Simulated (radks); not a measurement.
Values are calculated unless marked as measured or tabulated.
Problem. These are the eigenvalues of the occupied orbitals of an atom or ion with whole-number occupations (hartree). Code: a radial shooting solver on a logarithmic mesh with Libxc functionals. Model: scalar-relativistic Kohn-Sham, r2SCAN, spin-polarised, spherical densities, finite nucleus; meta-GGA in the generalised Kohn-Sham scheme; Fermi nuclear charge, rms radius of each element as measured or else 0.836 A^(1/3) + 0.57 fm.

1s down: -238.4682
1s up: -238.4669
2s up: -29.03981
2s down: -28.94560
2p up: -24.74635
2p down: -24.67455
3s up: -4.66860
3s down: -4.44463
3p up: -3.46145
3p down: -3.23835
3d up: -1.58627

Which element is it, and in what charge state? The configuration may be excited. Open shells, if any, are filled with parallel spins first.

Solution. Z = 25, manganese, charge +3: Mn3+ in [Ar] 3d4. The list shows which subshells hold electrons but not how many an open one holds; the 1s level, -238.47 hartree, gives Z - s = 21.8 by -(Z - s)^2/2, which with screening and relativity narrows Z to a few neighbours, and the depths of the outer levels then fix element, charge and occupations together.
